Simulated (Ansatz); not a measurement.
A nudged elastic band was laid between two geometries of C₂H₃AlClF (8 atoms, charge 0, multiplicity 1).

Theory: RKS r2SCAN/def2-SVP (Ansatz).

| Property | Result |
| --- | --- |
| movable images | 5 |
| climbing image | yes |
| spring | 5.0 eV/Å² |
| optimiser | quadratic models (default) |
| start path | IDPP |
| force threshold | 0.03 eV/Å |
| iteration limit | 60 |
| end points | relaxed |

Image 0:

```xyz
8
Properties=species:S:1:pos:R:3
C -0.270 0.471 1.324
C 0.553 -0.057 0.405
F 1.830 -0.352 0.772
Al 0.075 -0.449 -1.451
Cl -1.914 0.007 -1.981
H 0.063 0.668 2.349
H -1.299 0.713 1.046
H 1.056 -1.058 -2.520
```

Image 6:

```xyz
8
Properties=species:S:1:pos:R:3
C -0.346 0.515 1.339
C 0.473 -0.031 0.425
F 1.741 -0.337 0.795
Al -0.094 -0.395 -1.410
Cl 1.267 -1.239 -2.771
H -0.014 0.714 2.365
H -1.373 0.771 1.066
H -1.563 -0.055 -1.865
```

**Question.** Which bonds break or form, and what moves?

**Answer.** No bond is made or broken. The dihedral F3–C2–Al4–Cl5 goes from 180 to 0°.

**Question.** What energy profile does the band end with?

**Answer.** It converged. The highest image is number 3 of 0 to 6, 4.1 kcal/mol above the first end and 3.8 kcal/mol above the last; the last end lies 0.3 kcal/mol above the first. A vibrational analysis at the climbing image gives one clearly imaginary mode, 68i cm⁻¹: a first-order saddle point.

```json
{"image": "0", "path coordinate (Å)": "0.00", "energy (kcal/mol)": "0.0", "dihedral F3–C2–Al4–Cl5 (°)": "180"}
{"image": "1", "path coordinate (Å)": "0.87", "energy (kcal/mol)": "1.1", "dihedral F3–C2–Al4–Cl5 (°)": "152"}
{"image": "2", "path coordinate (Å)": "1.75", "energy (kcal/mol)": "3.1", "dihedral F3–C2–Al4–Cl5 (°)": "122"}
{"image": "3", "path coordinate (Å)": "2.62", "energy (kcal/mol)": "4.1", "dihedral F3–C2–Al4–Cl5 (°)": "90"}
{"image": "4", "path coordinate (Å)": "3.51", "energy (kcal/mol)": "3.1", "dihedral F3–C2–Al4–Cl5 (°)": "59"}
{"image": "5", "path coordinate (Å)": "4.40", "energy (kcal/mol)": "1.2", "dihedral F3–C2–Al4–Cl5 (°)": "29"}
{"image": "6", "path coordinate (Å)": "5.29", "energy (kcal/mol)": "0.3", "dihedral F3–C2–Al4–Cl5 (°)": "0"}
```

**Question.** What is the geometry of the highest image?

**Answer.** 
```xyz
8
Properties=species:S:1:pos:R:3
C -0.017 1.064 1.073
C 0.374 -0.068 0.477
F 1.240 -0.885 1.151
Al -0.092 -0.763 -1.305
Cl -1.765 -2.031 -1.476
H 0.336 1.336 2.074
H -0.708 1.743 0.566
H 0.725 -0.453 -2.616
```

**Question.** What are the harmonic wavenumbers there?

**Answer.** 68i, 112, 116, 338, 401, 461, 529, 617, 688, 756, 864, 922, 1174, 1360, 1666, 1984, 3138, 3247 cm⁻¹.

Run time: 2 min on 2 threads of Arm Neoverse V2, on a shared host, peak memory 0.15 GiB.
